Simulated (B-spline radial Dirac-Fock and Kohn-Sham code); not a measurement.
**Core and valence levels of Nb²³⁺**

System: Nb²³⁺, configuration 1s2 2s2 2p6 3s2 3p6; nuclear rms radius 4.324 fm (A = 93).

These are calculated numbers from a radial finite-basis atomic code; the model is relaxed Dirac-Fock hole states (ΔSCF) with Breit and QED corrections and a finite nucleus. No correlation. Energies are counted from the vacuum level.

All terms are in eV, carry their sign (relaxation lowers the binding energy) and add up to the binding energy; ⟨r⟩ is the mean radius of the orbital in the initial state.

```csv
subshell,−ε (Koopmans),relaxation,Gaunt,retardation,self-energy,vacuum polarisation,binding energy,⟨r⟩ (bohr)
K,20080.6,-30.57,-37.23,2.87,-18.82,2.14,19999.0,0.036
L1,3710.0,-7.54,-3.28,0.17,-2.19,0.23,3697.4,0.156
L2,3479.8,-9.42,-5.53,0.57,0.21,-0.01,3465.6,0.133
L3,3382.1,-8.98,-3.97,0.65,0.01,-0.02,3369.8,0.137
M1,1288.5,-0.95,-0.66,0.05,-0.50,0.05,1286.5,0.398
M2,1198.5,-1.08,-1.14,0.15,0.04,0.00,1196.4,0.386
M3,1177.3,-1.02,-0.80,0.17,0.00,0.00,1175.6,0.393
```

For the deepest level, K (1s), the Breit terms make up -0.172 % of the binding energy, QED -0.083 % and orbital relaxation -0.153 %.

Going to the tabulated ground configuration of the next ion removes an electron from M3 (3p3/2), computed at 1175.6 eV. NIST lists 1176 ± 4 eV as the ionisation energy of this species (semi-empirical), +0.36 eV from the computed value, within the stated uncertainty.
